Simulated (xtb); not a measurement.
C$_{4}$H$_{6}$ClN$_{2}$Pd (SMILES CC#[N]->[Pd+]([Cl])<-[N]#CC), charge +1, singlet, from a rough starting geometry (GFN-xTB shapes and energies of metal compounds can be far from the true ones) (the multiplicity is a formal guess); GFN2-xTB (xtb).

Input for xtb:
```
$ xtb mol.xyz --gfn 2 --chrg 1 --opt vtight --json

# file mol.xyz
14

Pd    -0.18070084     0.06627262     0.04233774
Cl     1.81221626    -0.07302386    -0.68980665
C      1.03572268    -2.42320230     3.56389427
C      0.55769850    -1.67987840     2.47152000
N      0.27792059    -0.95539043     1.65591553
H      1.45779756    -1.78307403     4.35636734
H      1.75845240    -3.15946303     3.26443406
H      0.20387599    -2.92961033     4.02217773
C     -1.18827319     2.41417063    -3.57090708
C     -0.92261444     1.68852165    -2.37800859
N     -0.66210800     1.10796613    -1.45585331
H     -0.49519174     2.19199911    -4.34888045
H     -1.16926331     3.42522039    -3.31499083
H     -2.28463522     2.22232126    -3.91430385
```

**Question.** What does xtb print? Leave out banner, timings and long lists.

**Answer.** 
```
   ID    Z sym.   atoms
    1   46 Pd     1
    2   17 Cl     2
    3    6 C      3, 4, 9, 10
    4    7 N      5, 11
    5    1 H      6-8, 12-14

           -------------------------------------------------
          |                Calculation Setup                |
           -------------------------------------------------

           -------------------------------------------------
          |                 G F N 2 - x T B                 |
           -------------------------------------------------

          ...................................................
          :                      SETUP                      :
          :.................................................:
          :  # basis functions                  50          :
          :  # atomic orbitals                  48          :
          :  # shells                           24          :
          :  # electrons                        48          :
          :  max. iterations                   250          :
          :  Hamiltonian                  GFN2-xTB          :
          :  restarted?                      false          :
          :  GBSA solvation                  false          :
          :  PC potential                    false          :
          :  electronic temp.          300.0000000     K    :
          :  accuracy                    1.0000000          :
          :  -> integral cutoff          0.2500000E+02      :
          :  -> integral neglect         0.1000000E-07      :
          :  -> SCF convergence          0.1000000E-05 Eh   :
          :  -> wf. convergence          0.1000000E-03 e    :
          :  Broyden damping             0.4000000          :
          :  net charge                          1          :
          :  unpaired electrons                  0          :
          ...................................................

 iter      E             dE          RMSdq      gap      omega  full diag
   1    -26.4433652 -0.264434E+02  0.869E+00    1.77       0.0  T
   2    -26.5406325 -0.972673E-01  0.429E+00    1.90       1.0  T
   3    -26.5420578 -0.142534E-02  0.180E+00    1.82       1.0  T
   4    -26.5382916  0.376623E-02  0.117E+00    1.80       1.0  T
   5    -26.5487400 -0.104484E-01  0.347E-01    1.80       1.0  T
   6    -26.5487790 -0.390717E-04  0.956E-02    1.80       1.0  T
   7    -26.5487794 -0.344894E-06  0.642E-02    1.80       1.0  T
   8    -26.5487990 -0.196261E-04  0.449E-02    1.81       1.0  T
   9    -26.5488031 -0.410331E-05  0.284E-02    1.81       1.0  T
  10    -26.5488071 -0.397200E-05  0.919E-03    1.80       2.9  T
  11    -26.5488075 -0.387216E-06  0.403E-03    1.80       6.6  T
  12    -26.5488075 -0.255556E-07  0.157E-03    1.80      17.0  T
  13    -26.5488075 -0.388379E-08  0.552E-04    1.80      48.4  T
  14    -26.5488075 -0.365961E-09  0.212E-04    1.80     126.1  T

   *** convergence criteria satisfied after 14 iterations ***

         :::::::::::::::::::::::::::::::::::::::::::::::::::::
         ::                     SUMMARY                     ::
         :::::::::::::::::::::::::::::::::::::::::::::::::::::
         :: total energy             -26.136859130058 Eh    ::
         :: gradient norm              0.176066551674 Eh/a0 ::
         :: HOMO-LUMO gap              1.804608796514 eV    ::
         ::.................................................::
         :: SCC energy               -26.548891803217 Eh    ::
         :: -> isotropic ES            0.076393625798 Eh    ::
         :: -> anisotropic ES         -0.016000431558 Eh    ::
         :: -> anisotropic XC          0.029145739401 Eh    ::
         :: -> dispersion             -0.009088359266 Eh    ::
         :: repulsion energy           0.412032673159 Eh    ::
         :: add. restraining           0.000000000000 Eh    ::
         :: total charge               1.000000000000 e     ::
         :::::::::::::::::::::::::::::::::::::::::::::::::::::

[...]
 * total energy  :   -26.1502029 Eh     change       -0.3345292E-05 Eh
 * total energy  :   -26.1502060 Eh     change       -0.3035267E-05 Eh
 * total energy  :   -26.1502098 Eh     change       -0.3881065E-05 Eh
 * total energy  :   -26.1502115 Eh     change       -0.1671945E-05 Eh
 * total energy  :   -26.1502122 Eh     change       -0.6575824E-06 Eh
 * total energy  :   -26.1502126 Eh     change       -0.3810632E-06 Eh
 * total energy  :   -26.1502129 Eh     change       -0.3470679E-06 Eh
 * total energy  :   -26.1502131 Eh     change       -0.2184595E-06 Eh
 * total energy  :   -26.1502133 Eh     change       -0.1936566E-06 Eh
 * total energy  :   -26.1502134 Eh     change       -0.1071445E-06 Eh
 * total energy  :   -26.1502134 Eh     change        0.7194817E-08 Eh
 * total energy  :   -26.1502134 Eh     change       -0.1874979E-07 Eh
   *** GEOMETRY OPTIMIZATION CONVERGED AFTER 23 ITERATIONS ***
         :: total energy             -26.150213433029 Eh    ::
[...]
        31                         -0.0866588              -2.3581
        32                         -0.0866071              -2.3567
        33                         -0.0853556              -2.3226
        34                         -0.0825458              -2.2462
        35                         -0.0706386              -1.9222
       ...                                ...                  ...
        48                          1.0616288              28.8884
      -------------------------------------------------------------
                  HL-Gap            0.0648794 Eh            1.7655 eV
             Fermi-level           -0.4892907 Eh          -13.3143 eV

     #   Z          covCN         q      C6AA      α(0)
     1  46 Pd       2.539     0.266   259.307    33.210
     2  17 Cl       0.837    -0.079   101.545    15.416
     3   6 C        3.753    -0.125    22.950     6.831
     4   6 C        1.894     0.160    27.249     8.431
     5   7 N        1.760    -0.053    22.961     7.094
     6   1 H        0.924     0.142     1.450     1.883
     7   1 H        0.924     0.144     1.435     1.873
     8   1 H        0.924     0.139     1.466     1.894
     9   6 C        3.753    -0.125    22.950     6.831
    10   6 C        1.894     0.160    27.248     8.431
    11   7 N        1.760    -0.053    22.961     7.094
    12   1 H        0.924     0.144     1.432     1.872
    13   1 H        0.924     0.141     1.453     1.885
    14   1 H        0.924     0.139     1.465     1.893

 Mol. C6AA /au·bohr⁶  :       3928.817634
 Mol. C8AA /au·bohr⁸  :     155707.119070
 Mol. α(0) /au        :        104.637216

Wiberg/Mayer (AO) data.
largest (>0.10) Wiberg bond orders for each atom

 ---------------------------------------------------------------------------
     #   Z sym  total        # sym  WBO       # sym  WBO       # sym  WBO
 ---------------------------------------------------------------------------
     1  46 Pd   3.281 --     2 Cl   1.358     5 N    0.771    11 N    0.771
                             4 C    0.157    10 C    0.157
     2  17 Cl   1.405 --     1 Pd   1.358
     3   6 C    3.970 --     4 C    1.134     8 H    0.919     6 H    0.918
                             7 H    0.916
     4   6 C    3.924 --     5 N    2.563     3 C    1.134     1 Pd   0.157
     5   7 N    3.554 --     4 C    2.563     1 Pd   0.771
     6   1 H    0.979 --     3 C    0.918
     7   1 H    0.979 --     3 C    0.916
     8   1 H    0.980 --     3 C    0.919
     9   6 C    3.970 --    10 C    1.134    14 H    0.919    13 H    0.918
                            12 H    0.915
    10   6 C    3.924 --    11 N    2.563     9 C    1.134     1 Pd   0.157
    11   7 N    3.554 --    10 C    2.563     1 Pd   0.771
    12   1 H    0.979 --     9 C    0.915
    13   1 H    0.979 --     9 C    0.918
    14   1 H    0.980 --     9 C    0.919
 ---------------------------------------------------------------------------

Topologies differ in total number of bonds
Writing topology from bond orders to xtbtopo.mol

molecular dipole:
                 x           y           z       tot (Debye)
 q only:       -0.485       0.040       0.138
   full:       -1.202       0.079       0.390       3.217
molecular quadrupole (traceless):
                xx          xy          yy          xz          yz          zz
 q only:      -25.467     -12.422      -2.998      18.861     -39.700      28.465
  q+dip:      -27.231     -13.483      -3.425      20.264     -42.947      30.656
   full:      -24.977     -12.835      -3.723      18.740     -40.641      28.700

optimized geometry written to: xtbopt.xyz

           -------------------------------------------------
          | TOTAL ENERGY              -26.150213433029 Eh   |
          | GRADIENT NORM               0.000124838765 Eh/α |
          | HOMO-LUMO GAP               1.765457691371 eV   |
           -------------------------------------------------
```
